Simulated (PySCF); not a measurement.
Input for PySCF: D3(BJ) and D4 dispersion corrections on C2H6O (SMILES CCO).

```python
from pyscf import gto
from pyscf.dispersion import dftd3, dftd4

mol = gto.M(
    atom='''
    C    -0.86945823    0.22543886    0.19974557
    C     0.38902598   -0.35353409   -0.42417176
    O     1.56359268    0.37346575   -0.07464728
    H    -1.75314064   -0.32642472   -0.12950277
    H    -0.98974149    1.27288739   -0.08075787
    H    -0.82897546    0.16580361    1.29101413
    H     0.49571787   -1.41153713   -0.15303886
    H     0.33271285   -0.30098529   -1.51233170
    H     1.66016643    0.35488562    0.88369054
    ''',
    basis='def2-svp',
    charge=0, spin=0, verbose=0, max_memory=1800)
d3, d4 = {}, {}
for xc in ['hf', 'pbe', 'blyp', 'revpbe', 'tpss', 'r2scan', 'b3lyp', 'pbe0', 'bhlyp', 'camb3lyp', 'b2plyp']:
    d3[xc] = float(dftd3.DFTD3Dispersion(mol, xc=xc, version='d3bj', atm=False).get_dispersion()['energy'])
    print(f'D3(BJ) {xc:10s} {d3[xc]:14.8f} Eh')
for xc in ['hf', 'pbe', 'blyp', 'revpbe', 'tpss', 'r2scan', 'b3lyp', 'pbe0', 'bhlyp', 'camb3lyp', 'b2plyp']:
    d4[xc] = float(dftd4.DFTD4Dispersion(mol, xc={'camb3lyp': 'cam-b3lyp'}.get(xc, xc), atm=True).get_dispersion()['energy'])
    print(f'D4     {xc:10s} {d4[xc]:14.8f} Eh')
```

The log:

```
D3(BJ) hf            -0.03809258 Eh
D3(BJ) pbe           -0.00433530 Eh
D3(BJ) blyp          -0.00885021 Eh
D3(BJ) revpbe        -0.01180678 Eh
D3(BJ) tpss          -0.00524590 Eh
D3(BJ) r2scan        -0.00111435 Eh
D3(BJ) b3lyp         -0.00713080 Eh
D3(BJ) pbe0          -0.00352125 Eh
D3(BJ) bhlyp         -0.00526510 Eh
D3(BJ) camb3lyp      -0.00288340 Eh
D3(BJ) b2plyp        -0.00307246 Eh
D4     hf            -0.01559390 Eh
D4     pbe           -0.00368409 Eh
D4     blyp          -0.00855757 Eh
D4     revpbe        -0.01450853 Eh
D4     tpss          -0.00501078 Eh
D4     r2scan        -0.00089853 Eh
D4     b3lyp         -0.00587297 Eh
D4     pbe0          -0.00301698 Eh
D4     bhlyp         -0.00378190 Eh
D4     camb3lyp      -0.00294821 Eh
D4     b2plyp        -0.00254780 Eh
```

The run finished.

Cost: very roughly 0.010 core-seconds.
